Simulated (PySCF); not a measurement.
AlH₃OSe, SMILES [OH][AlH][SeH]. Geometry: PBE-D3(BJ)/def2-TZVP. One conformer was computed; it need not be the lowest.

Level of theory: PBE-D3(BJ)/def2-TZVP (PySCF).

Harmonic wavenumbers (cm⁻¹): 153, 237, 317, 368, 454, 496, 605, 676, 834, 1897, 2348, 3792. Rotational constants (GHz): 21.11, 2.243, 2.028; symmetry number 1.

Question: Work out the zero-point energy and the ideal-gas rigid-rotor harmonic-oscillator thermochemistry at 298.15 K and 1 atm.

Answer: ZPE = ½ Σ hcν = ½ × 12178 cm⁻¹ = 17.41 kcal/mol. H − E(el) = 21.49 kcal/mol. Entropy in cal/(mol K): translation 40.38, rotation 25.62, vibration 9.28, total 75.28. G − E(el) = -0.96 kcal/mol. Cp = 19.94 cal/(mol K).
